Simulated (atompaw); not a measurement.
**u(r) = r·R(r): atom against pseudo-atom (V (Z = 23))**

Columns: radius, all-electron u(r) and pseudo u(r) of the 4p shell (level -6.80 eV) of vanadium in the configuration [Ne] 3s2 3p6 3d3 4s1 4p0; PBEsol, non-relativistic, PAW (atompaw) scheme, atompaw 4.2.0.5.

```csv
r (bohr),all-electron,pseudo
0.062,0.0662,-0.0084
0.123,0.1297,-0.0325
0.185,0.1373,-0.0709
0.246,0.0998,-0.1192
0.308,0.0372,-0.1748
0.369,-0.0316,-0.2314
0.431,-0.0975,-0.2863
0.492,-0.1522,-0.3333
0.554,-0.1948,-0.3705
0.615,-0.2231,-0.3941
0.677,-0.2387,-0.4035
0.738,-0.2423,-0.3980
0.800,-0.2358,-0.3785
0.862,-0.2208,-0.3467
0.923,-0.1994,-0.3061
0.985,-0.1723,-0.2580
1.046,-0.1417,-0.2070
1.108,-0.1079,-0.1541
1.169,-0.0727,-0.1030
1.231,-0.0358,-0.0535
1.292,0.0010,-0.0081
1.354,0.0385,0.0347
1.415,0.0748,0.0737
1.477,0.1111,0.1109
1.538,0.1458,0.1458
1.600,0.1799,0.1799
```

Q: How many radial nodes do the two functions have?

A: The all-electron 4p function has n − l − 1 = 2; the pseudo-wave has 1, since 1 lower shell of the same l stays in the valence.

Q: Is the pseudo-wave norm-conserving?

A: No, it belongs to a PAW set: the norm inside the radius is not constrained, and the difference is carried by the augmentation charge.
